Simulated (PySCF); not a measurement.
# Computed vibrations of Bi2O2(OH)2

Bi2O2(OH)2 (singlet). PySCF 2.14.0, RKS B3LYP, Bi def2-SVP with ECP60, O def2-SVP, H def2-SVP; non-relativistic Hamiltonian with scalar-relativistic core potentials where named; density fitting; no spin-orbit coupling. Central differences of gradients.

```xyz
8

Bi   -0.1341    0.0000    1.6922
Bi   -0.1341    0.0000   -1.6922
O     1.1480    0.0000    0.0000
O    -1.5000    0.0000    0.0000
O     1.7710    0.0000    2.7076
H     2.4963    0.0000    2.0600
O     1.7710    0.0000   -2.7076
H     2.4963    0.0000   -2.0600
```

Run from Python with OMP_NUM_THREADS=2. Where DIIS fails, smearing, a level shift and second-order steps follow.
It took 2.4 min on 2 threads of Arm Neoverse V1 (shared host).

(1) What are the harmonic wavenumbers and infrared intensities?

(2) Is this a minimum?

Answers

(1) Modes are labelled in C2v; negative numbers are unstable modes, those under 60 cm⁻¹ near the noise; a finer grid moves soft modes by up to 10 cm⁻¹.
```tsv
cm⁻¹	km/mol	symmetry
-229	–	b1
-110	–	a2
94	0.2	b2
125	1.8	b1
130	10.1	a1
171	0.0	a1
378	51.4	b2
451	65.0	a1
491	169.3	b2
509	105.1	a1
561	18.1	a1
576	0.0	a2
586	278.2	b1
611	257.0	b2
697	98.6	b2
710	61.4	a1
3764	2.1	b2
3769	113.0	a1
```

(2) No: 2 unstable; the lowest moves the atoms so:
```
Bi   0.00  0.04  0.00
Bi   0.00  0.04  0.00
O    0.00  0.28  0.00
O    0.00 -0.61  0.00
O    0.00 -0.27  0.00
H    0.00 -0.45  0.00
O    0.00 -0.27  0.00
H    0.00 -0.45  0.00
```
